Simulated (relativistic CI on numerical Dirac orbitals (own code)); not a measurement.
**Cu2+ in a cubic cluster: L2,3 absorption with charge transfer**

Computed with a charge-transfer multiplet model of a cubic metal-ligand cluster with up to one ligand hole, Slater and spin-orbit integrals from Dirac-Coulomb-Breit ions, Slater integrals scaled by 0.8. The ground state mixes d9 with configurations of k ligand holes L, whose averages lie at kΔ + k(k − 1)U_dd/2; a core hole lowers each added d electron by U_cd. 20 K, Lorentzian 0.4 eV and Gaussian 0.3 eV FWHM.

Atomic integrals in eV (Slater integrals scaled, ζ unscaled), ground: F2dd 11.066, F4dd 6.905, zeta_d 0.099; with the core hole: F2dd 11.066, F4dd 6.905, zeta_d 0.110, zeta_core 13.385.

Cluster parameters (eV): U_dd = 8.2, U_cd = 9.9, 10Dq = 1.1, 10Dq(ligand) = 1.3, V(eg) = 1.35, V(t2g) = -0.66, final-state hopping factor = 0.9.

```tsv
Case	n_d	d9	d10L	S
Δ = 1.4 eV	9.28	0.72	0.28	0.50
Δ = 2.4 eV	9.18	0.82	0.18	0.50
Δ = 3.4 eV	9.11	0.89	0.11	0.50
Δ = 4.4 eV	9.08	0.92	0.08	0.50
Δ = 7.4 eV	9.03	0.97	0.03	0.50
```

Weights, n_d and S are thermal averages at 20 K. Photon energies count from the first peak over 30 % of the highest in each spectrum, which can be another peak from case to case. The parameters are a model scan and need not match a compound or its usual spin state. Peaks in eV (height, largest 100):
- Δ = 1.4 eV: 0.0 (100), 20.1 (39)
- Δ = 2.4 eV: 0.0 (100), 20.1 (38)
- Δ = 3.4 eV: 0.0 (100), 20.1 (37)
- Δ = 4.4 eV: 0.0 (100), 20.1 (36)
- Δ = 7.4 eV: 0.0 (100), 20.1 (35)

For the case Δ = 4.4 eV, Δ = 4.4 eV is smaller than U_dd = 8.2 eV, the charge-transfer side of the Zaanen-Sawatzky-Allen scheme.
